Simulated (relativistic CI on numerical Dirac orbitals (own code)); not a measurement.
# Tb42+: computed level list

These numbers are calculated, not measured: Dirac-Coulomb-Breit CI, KLI orbitals optimised for each configuration, QED by a radiative potential, unscaled Slater integrals (own radial code, finite nucleus).

CI space (outside the closed core [Ne]): 3s²3p⁶3d⁵, 3s²3p⁵3d⁶, 3s²3p⁴3d⁷, 3s3p⁶3d⁶, 3p⁶3d⁷, 3s3p⁵3d⁷, 3s²3p⁶3d⁴4s, 3s²3p⁶3d⁴4p, 3s²3p⁴3d⁶4s, 3s²3p⁵3d⁵4s, 3s²3p⁶3d⁴4f, 3p⁶3d⁶4s, 3s²3p⁶3d³4s², 3s²3p⁶3d⁴5s, 3p⁶3d⁵4s². Levels of other configurations are missing.

The lowest level is 3s²3p⁶3d⁵ ⁴P5/2, with 29 % of that term; Hund's rules for 3s²3p⁶3d⁵ give ⁶S with J = 5/2, of which the calculation keeps J, while another term leads.

```csv
No.,Configuration,Term,J,E (cm⁻¹),%,Next component (%),Landé g,jj configuration (%)
1,3s²3p⁶3d⁵,⁴P,5/2,0,29,21 ²D,1.384,3d5/2 (90)
2,3s²3p⁶3d⁵,⁶S,5/2,224150,38,23 ²F,1.324,3d3/2^3 3d5/2^2 (84)
3,3s²3p⁶3d⁵,⁴G,7/2,310610,36,24 ²F,1.153,3d3/2^3 3d5/2^2 (98)
4,3s²3p⁶3d⁵,⁴D,3/2,318619,39,32 ⁴P,1.203,3d3/2^3 3d5/2^2 (97)
5,3s²3p⁶3d⁵,²H,11/2,323432,41,38 ⁴G,1.117,3d3/2^3 3d5/2^2 (97)
6,3s²3p⁶3d⁵,⁴G,9/2,356145,35,26 ²G,1.140,3d3/2^3 3d5/2^2 (94)
7,3s²3p⁶3d⁵,⁴D,5/2,374701,34,24 ²D,1.144,3d3/2^3 3d5/2^2 (88)
8,3s²3p⁶3d⁵,⁴P,1/2,388182,50,24 ²S,1.859,3d3/2^3 3d5/2^2 (84)
9,3s²3p⁶3d⁵,²F,7/2,412768,38,29 ²G,1.093,3d3/2^3 3d5/2^2 (95)
10,3s²3p⁶3d⁵,²D,3/2,503750,57,21 ⁴F,0.796,3d3/2^3 3d5/2^2 (79)
11,3s²3p⁶3d⁵,²D,5/2,528613,30,26 ⁶S,1.259,3d3/2^2 3d5/2^3 (83)
12,3s²3p⁶3d⁵,⁴D,7/2,583902,51,40 ⁴G,1.211,3d3/2^2 3d5/2^3 (98)
13,3s²3p⁶3d⁵,²I,11/2,591892,52,46 ⁴G,1.080,3d3/2^2 3d5/2^3 (97)
14,3s²3p⁶3d⁵,⁴G,9/2,605290,56,38 ²G,1.142,3d3/2^2 3d5/2^3 (94)
15,3s²3p⁶3d⁵,⁴D,1/2,627207,77,12 ²S,0.513,3d3/2^2 3d5/2^3 (96)
16,3s²3p⁶3d⁵,²I,13/2,629504,100,,1.069,3d3/2^2 3d5/2^3 (100)
17,3s²3p⁶3d⁵,⁴P,3/2,634520,52,33 ⁴F,1.177,3d3/2^2 3d5/2^3 (95)
18,3s²3p⁶3d⁵,²F,5/2,649536,41,29 ⁴D,1.020,3d3/2^2 3d5/2^3 (94)
19,3s²3p⁶3d⁵,²H,9/2,685781,53,47 ⁴F,1.100,3d3/2^2 3d5/2^3 (100)
20,3s²3p⁶3d⁵,²G,7/2,705227,61,35 ²F,0.983,3d3/2^2 3d5/2^3 (99)
21,3s²3p⁶3d⁵,⁴F,5/2,714400,61,25 ²D,1.041,3d3/2^2 3d5/2^3 (96)
22,3s²3p⁶3d⁵,²D,3/2,729235,87,7 ⁴D,0.827,3d3/2^2 3d5/2^3 (78)
23,3s²3p⁶3d⁵,²G,7/2,759942,44,39 ²F,1.039,3d3/2^2 3d5/2^3 (91)
24,3s²3p⁶3d⁵,⁴P,1/2,761193,34,33 ²S,1.797,3d3/2^2 3d5/2^3 (73)
25,3s²3p⁶3d⁵,²G,9/2,820435,74,13 ²H,1.104,3d3/2^2 3d5/2^3 (93)
26,3s²3p⁶3d⁵,⁴P,5/2,877934,34,22 ²F,1.243,3d3/2 3d5/2^4 (88)
27,3s²3p⁶3d⁵,²P,3/2,931163,70,28 ²D,1.171,3d3/2^2 3d5/2^3 (93)
28,3s²3p⁶3d⁵,²D,5/2,941502,67,21 ²F,1.133,3d3/2^2 3d5/2^3 (75)
29,3s²3p⁶3d⁵,⁴F,7/2,942502,31,28 ²F,1.185,3d3/2 3d5/2^4 (98)
30,3s²3p⁶3d⁵,²H,11/2,957502,57,28 ²I,1.064,3d3/2 3d5/2^4 (99)
31,3s²3p⁶3d⁵,²D,3/2,966977,29,28 ⁴D,0.953,3d3/2 3d5/2^4 (92)
32,3s²3p⁶3d⁵,²G,9/2,1013001,62,15 ²H,1.110,3d3/2 3d5/2^4 (92)
33,3s²3p⁶3d⁵,²D,5/2,1043416,67,21 ²F,1.111,3d3/2 3d5/2^4 (74)
34,3s²3p⁶3d⁵,²G,7/2,1066079,59,31 ²F,0.992,3d3/2 3d5/2^4 (94)
35,3s²3p⁶3d⁵,²P,1/2,1131633,61,30 ²S,1.134,3d3/2 3d5/2^4 (84)
36,3s²3p⁶3d⁵,²D,3/2,1230917,75,19 ²P,0.879,3d3/2 3d5/2^4 (91)
37,3s²3p⁶3d⁵,²D,5/2,1304298,46,21 ²F,1.145,3d5/2^5 (89)
38,3s²3p⁵3d⁶,⁶F°,11/2,2353334,48,37 ⁴G°,1.325,3p3/2^3 3d5/2^2 (86)
39,3s²3p⁵3d⁶,⁴P°,5/2,2409895,33,28 ²D°,1.323,3p3/2^3 3d5/2^2 (92)
40,3s²3p⁵3d⁶,⁴F°,9/2,2420769,42,28 ⁶D°,1.309,3p3/2^3 3d5/2^2 (88)
41,3s²3p⁵3d⁶,⁴D°,7/2,2448939,46,17 ²F°,1.329,3p3/2^3 3d5/2^2 (90)
42,3s²3p⁵3d⁶,²P°,1/2,2484135,36,24 ²S°,1.286,3p3/2^3 3d5/2^2 (91)
43,3s²3p⁵3d⁶,²P°,3/2,2596295,37,21 ⁴P°,1.411,3p3/2^3 3d5/2^2 (73)
44,3s²3p⁵3d⁶,⁴D°,7/2,2607517,29,25 ²F°,1.203,3p3/2^3 3d5/2^2 (94)
45,3s²3p⁵3d⁶,⁶F°,9/2,2620469,56,15 ⁶D°,1.384,3p3/2^3 3d3/2^3 3d5/2^3 (88)
```

Energies count from the lowest computed level; ° marks odd parity. Filled j subshells are mostly left out of the jj labels.

The mean weight of the leading LS term, summed over parents, in these 45 levels is 50 %, and that of the leading jj configuration (from the same eigenvectors) 90 %, so jj coupling describes them better and the LS labels are nominal.

At this charge energies of transitions that change n are usually good to better than 1 %, and those within a shell (Δn = 0) to a few per cent.

LS names give the leading component of a level, which can be under half, so a name can repeat, a term be missing and a line seem to break the LS rules.
